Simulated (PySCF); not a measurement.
## Removal energies of Mo³²⁺ from EOM-IP-GCCSD

Reference: closed-shell Mo³²⁺, [Ne]; one electron is removed. Calculated with PySCF 2.14, two-component X2C-1e with screened spin-orbit coupling, an even-tempered Gaussian basis (18 s from 2.9 bohr⁻², ratio 2.6; 13 p from 3.8 bohr⁻², ratio 2.6; 6 d from 3.9 bohr⁻², ratio 2.8; 3 f from 97 bohr⁻², ratio 2.8); frozen 1s2; the 56 highest virtual spinors dropped; of the others 44 kept and the rest restored at second order. No Breit or QED terms. Binding energies in eV.

| level | Koopmans |
| --- | --- |
| 2s1/2 | 4590.9 |
| 2p1/2 | 4371.3 |
| 2p3/2 | 4259.0 |

(1) How does correlation move these levels?

For comparison, the ionisation energy of Mo³²⁺ is 4259 ± 2.4 eV (semi-empirical (NIST evaluation); NIST Atomic Spectra Database, ionization energies).

Results:

(1) 2s1/2: second order 4587.8, EOM-CCSD 4587.9; 2p1/2: second order 4369.2, EOM-CCSD 4369.2; 2p3/2: second order 4257.1, EOM-CCSD 4257.2.
